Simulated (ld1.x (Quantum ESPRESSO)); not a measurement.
**sulfur (S): RRKJ pseudisation with PBE, non-relativistic reference atom.**

ld1.x (Quantum ESPRESSO) 7.5 was run on this input:

```
&input
   title='S', zed=16., rel=0, dft='PBE', iswitch=3,
   config='[Ne] 3s2 3p4',
   nld=2, rlderiv=1.75, eminld=-3.0, emaxld=5.0, deld=0.02
 /
 &inputp
   pseudotype=2, tm=.false., rho0=0.001, lloc=1,
   nlcc=.false.,
   file_pseudopw='S.UPF', file_wfcaegen='ae.wfc', file_wfcncgen='nc.wfc', file_beta='beta', file_chi='chi'
 /
2
3S  1  0   2.00   0.00  1.60  1.60  0.0
3P  2  1   4.00   0.00  1.45  1.45  0.0
 &test
   configts(1)='3s2 3p4'
 /
```

Command:

```bash
ld1.x < S.in > S.out
```

Resulting log (shortened: banner, matrices, multipoles, cross overlaps and the repeated all-electron block are left out):

```
Program LD1 v.7.5
     --------------------------- All-electron run ----------------------------

     S

     atomic number is 16.00
     dft =PBE   lsd =0 sic =0 latt =0  beta=0.20 tr2=1.0E-14
     Exchange-correlation= PBE
                           (   1   4   3   4   0   0   0)
     mesh =1151 r(mesh) =  99.72449 a.u. xmin = -7.00 dx = 0.01250
     1 Ry =  13.60569312 eV

     n l     nl                  e(Ry)          e(Ha)          e(eV)
     1 0     1S 1( 2.00)      -176.2179       -88.1090     -2397.5669
     2 0     2S 1( 2.00)       -15.4662        -7.7331      -210.4285
     2 1     2P 1( 6.00)       -11.5019        -5.7509      -156.4912
     3 0     3S 1( 2.00)        -1.2600        -0.6300       -17.1434
     3 1     3P 1( 4.00)        -0.5161        -0.2580        -7.0213

     final scf error:  9.4E-15 reached in  25 iterations

     Etot =    -795.831310 Ry,    -397.915655 Ha,  -10827.836584 eV

     Ekin =     794.794364 Ry,     397.397182 Ha,   10813.728216 eV
     Encl =   -1893.559534 Ry,    -946.779767 Ha,  -25763.189925 eV
     Eh   =     353.694887 Ry,     176.847443 Ha,    4812.264091 eV
     Exc  =     -50.761028 Ry,     -25.380514 Ha,    -690.638966 eV

     normalization and overlap integrals

     s(1S/1S) =  1.000000  <r> =   0.0973  <r2> =    0.0127  r(max) =   0.0641
     s(2S/2S) =  1.000000  <r> =   0.4811  <r2> =    0.2753  r(max) =   0.3877
     s(2P/2P) =  1.000000  <r> =   0.4432  <r2> =    0.2455  r(max) =   0.3254
     s(3S/3S) =  1.000000  <r> =   1.7003  <r2> =    3.3654  r(max) =   1.4225
     s(3P/3P) =  1.000000  <r> =   2.0716  <r2> =    5.1752  r(max) =   1.6119

     ------------------------ End of All-electron run ------------------------

     --------------------- Generating NC pseudopotential ---------------------

      Generating local pot.: lloc=1, matching radius rcloc =   1.4500

      Wfc   3S  rcut= 1.612  Estimated cut-off energy=       17.82 Ry
      Using 4 Bessel functions for this wfc, rho(0) = 0.001
      This function has    0 nodes for 0 < r <    1.612

     ------------------- End of pseudopotential generation -------------------

     Computing logarithmic derivative in   1.74836
     Computing logarithmic derivative in   1.74836
     Computing the partial wave expansion
     R is outside the sphere for l=    0 j= 0.00
       no projector for channel:   1

     ---------------------- Testing the pseudopotential ----------------------

     S

     atomic number is 16.00   valence charge is  6.00
     dft =PBE   lsd =0 sic =0 latt =0  beta=0.20 tr2=1.0E-14
     mesh =1151 r(mesh) =  99.72449 xmin = -7.00 dx = 0.01250

     n l     nl             e AE (Ry)        e PS (Ry)    De AE-PS (Ry)
     1 0     3S   1( 2.00)       -1.26002       -1.26002        0.00000
     2 1     3P   1( 4.00)       -0.51605       -0.51605       -0.00000

     eps = 6.4E-15  iter = 23

     Etot =    -795.831310 Ry,    -397.915655 Ha,  -10827.836584 eV
     Etotps =   -20.112195 Ry,     -10.056098 Ha,    -273.640357 eV

     Ekin =       7.420671 Ry,       3.710336 Ha,     100.963379 eV
     Encl =     -40.535861 Ry,     -20.267931 Ha,    -551.518489 eV
     Ehrt =      16.751585 Ry,       8.375793 Ha,     227.916927 eV
     Ecxc =      -4.172988 Ry,      -2.086494 Ha,     -56.776396 eV
     Epseu=       0.424397 Ry,       0.212199 Ha,       5.774222 eV

     ---------------------- End of pseudopotential test ----------------------
```

Generation and configuration tests took about 0.92 s on one core of a shared server CPU.

Transferability test of the new file with ld1.x, input:

```
&input
   title='S', zed=16., rel=0, dft='PBE', iswitch=2,
   config='[Ne] 3s2 3p4'
 /
 &test
   file_pseudo='S.UPF', nconf=8,
   configts(1)='3s2 3p4',
   configts(2)='3s2 3p3',
   configts(3)='3s2 3p2',
   configts(4)='3s2 3p1',
   configts(5)='3s0 3p6',
   configts(6)='3s1 3p4',
   configts(7)='3s1 3p5',
   configts(8)='3s2 3p3.5'
 /
```

```bash
ld1.x < S.test.in > S.test.out
```

Pseudopotential blocks of its output, shortened (energy terms left out; the distinct warnings before each block abridged to one line each):

```
     ---------------------- Testing the pseudopotential ----------------------

     n l     nl             e AE (Ry)        e PS (Ry)    De AE-PS (Ry)
     1 0     3S   1( 2.00)       -1.26002       -1.26002        0.00000
     2 1     3P   1( 4.00)       -0.51605       -0.51605       -0.00000

     eps = 8.8E-15  iter = 25

     Etot =    -795.831310 Ry,    -397.915655 Ha,  -10827.836584 eV
     Etotps =   -20.112195 Ry,     -10.056098 Ha,    -273.640355 eV

     ---------------------- End of pseudopotential test ----------------------

          ---------------------- Testing the pseudopotential ----------------------

     n l     nl             e AE (Ry)        e PS (Ry)    De AE-PS (Ry)
     1 0     3S   1( 2.00)       -2.02172       -2.02117       -0.00055
     2 1     3P   1( 3.00)       -1.23538       -1.23504       -0.00034

     eps = 1.0E-14  iter = 18

     Etot =    -794.965313 Ry,    -397.482657 Ha,  -10816.054098 eV
     Etotps =   -19.246327 Ry,      -9.623163 Ha,    -261.859616 eV
     dEtot_ae =       0.865997 Ry
     dEtot_ps =       0.865868 Ry,   Delta E=       0.000128 Ry

     ---------------------- End of pseudopotential test ----------------------

          ---------------------- Testing the pseudopotential ----------------------

     n l     nl             e AE (Ry)        e PS (Ry)    De AE-PS (Ry)
     1 0     3S   1( 2.00)       -2.88528       -2.88323       -0.00205
     2 1     3P   1( 2.00)       -2.05709       -2.05565       -0.00143

     eps = 4.1E-16  iter = 17

     Etot =    -793.326602 Ry,    -396.663301 Ha,  -10793.758288 eV
     Etotps =   -17.608416 Ry,      -8.804208 Ha,    -239.574701 eV
     dEtot_ae =       2.504709 Ry
     dEtot_ps =       2.503779 Ry,   Delta E=       0.000929 Ry

     ---------------------- End of pseudopotential test ----------------------

          ---------------------- Testing the pseudopotential ----------------------

     n l     nl             e AE (Ry)        e PS (Ry)    De AE-PS (Ry)
     1 0     3S   1( 2.00)       -3.82802       -3.82268       -0.00534  !
     2 1     3P   1( 1.00)       -2.96036       -2.95628       -0.00408

     eps = 7.1E-15  iter = 19

     Etot =    -790.823966 Ry,    -395.411983 Ha,  -10759.708201 eV
     Etotps =   -15.108366 Ry,      -7.554183 Ha,    -205.559785 eV
     dEtot_ae =       5.007344 Ry
     dEtot_ps =       5.003830 Ry,   Delta E=       0.003514 Ry

     ---------------------- End of pseudopotential test ----------------------

          ---------------------- Testing the pseudopotential ----------------------

     n l     nl             e AE (Ry)        e PS (Ry)    De AE-PS (Ry)
     1 0     3S   1( 0.00)       -1.35404       -1.35220       -0.00184
     2 1     3P   1( 6.00)       -0.59336       -0.59291       -0.00044

     eps = 1.0E-16  iter = 11

     Etot =    -794.326077 Ry,    -397.163039 Ha,  -10807.356848 eV
     Etotps =   -18.608285 Ry,      -9.304142 Ha,    -253.178615 eV
     dEtot_ae =       1.505233 Ry
     dEtot_ps =       1.503910 Ry,   Delta E=       0.001323 Ry

     ---------------------- End of pseudopotential test ----------------------

          ---------------------- Testing the pseudopotential ----------------------

     n l     nl             e AE (Ry)        e PS (Ry)    De AE-PS (Ry)
     1 0     3S   1( 1.00)       -2.06925       -2.06758       -0.00168
     2 1     3P   1( 4.00)       -1.27675       -1.27604       -0.00071

     eps = 9.5E-15  iter =101

     Etot =    -794.175838 Ry,    -397.087919 Ha,  -10805.312739 eV
     Etotps =   -18.457435 Ry,      -9.228718 Ha,    -251.126196 eV
     dEtot_ae =       1.655472 Ry
     dEtot_ps =       1.654760 Ry,   Delta E=       0.000712 Ry

     ---------------------- End of pseudopotential test ----------------------

          Warning: convergence not achieved
     ---------------------- Testing the pseudopotential ----------------------

     n l     nl             e AE (Ry)        e PS (Ry)    De AE-PS (Ry)
     1 0     3S   1( 1.00)       -1.30876       -1.30795       -0.00081
     2 1     3P   1( 5.00)       -0.55601       -0.55584       -0.00017

     eps = 6.8E-14  iter =201

     Etot =    -795.082866 Ry,    -397.541433 Ha,  -10817.653484 eV
     Etotps =   -19.364064 Ry,      -9.682032 Ha,    -263.461510 eV
     dEtot_ae =       0.748444 Ry
     dEtot_ps =       0.748131 Ry,   Delta E=       0.000313 Ry

     ---------------------- End of pseudopotential test ----------------------

          ---------------------- Testing the pseudopotential ----------------------

     n l     nl             e AE (Ry)        e PS (Ry)    De AE-PS (Ry)
     1 0     3S   1( 2.00)       -1.62617       -1.62598       -0.00019
     2 1     3P   1( 3.50)       -0.86115       -0.86104       -0.00011

     eps = 2.5E-15  iter = 22

     Etot =    -795.488324 Ry,    -397.744162 Ha,  -10823.170026 eV
     Etotps =   -19.769232 Ry,      -9.884616 Ha,    -268.974108 eV
     dEtot_ae =       0.342986 Ry
     dEtot_ps =       0.342963 Ry,   Delta E=       0.000023 Ry

     ---------------------- End of pseudopotential test ----------------------
```
